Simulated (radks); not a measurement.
Results of a calculation; reference values are marked as such.
Sm+, 61 electrons, occupied as [Xe] 4f2 5d1 6s1 6p3 (not the ground configuration). Code: a radial shooting solver on a logarithmic mesh with Libxc functionals. Model: Dirac Kohn-Sham, PBE, spin-unpolarised, spherical densities, point nucleus; open shells are shared between the two j in proportion to 2j + 1.

Radial electron density D(r) = 4 pi r^2 rho(r):

```
   r/bohr * D(r) (the largest magnitude, 108, reaches the edge; | marks zero)
 0.003187 |          *
 0.003711 |             *
  0.00432 |                *
 0.005029 |                   *
 0.005854 |                       *
 0.006815 |                           *
 0.007934 |                               *
 0.009237 |                                   *
  0.01075 |                                      *
  0.01252 |                                        *
  0.01457 |                                          *
  0.01697 |                                          *
  0.01975 |                                         *
  0.02299 |                                       *
  0.02677 |                                     *
  0.03116 |                                     *
  0.03628 |                                      *
  0.04223 |                                         *
  0.04916 |                                              *
  0.05724 |                                                   *
  0.06663 |                                                      *
  0.07757 |                                                     *
   0.0903 |                                                 *
    0.106 |                                            *
   0.1234 |                                        *
   0.1436 |                                         *
   0.1672 |                                             *
   0.1946 |                                                *
   0.2266 |                                            *
   0.2638 |                                   *
   0.3071 |                         *
   0.3575 |                   *
   0.4162 |                  *
   0.4845 |                     *
   0.5641 |                     *
   0.6567 |                 *
   0.7645 |            *
     0.89 |        *
    1.036 |      *
    1.206 |     *
    1.404 |    *
    1.635 |  *
    1.903 | *
    2.215 |*
    2.579 |*
    3.002 |*
    3.495 |*
    4.069 |*
    4.737 *
    5.515 *
     6.42 *
    7.474 *
    8.701 *
    10.13 *
```

D(r) has 4 maxima, at r = 0.0159, 0.0699, 0.195, 0.529 bohr, and minima at 0.0307, 0.128, 0.387 bohr, inside which lie 2.02, 11.16, 29.04 electrons.
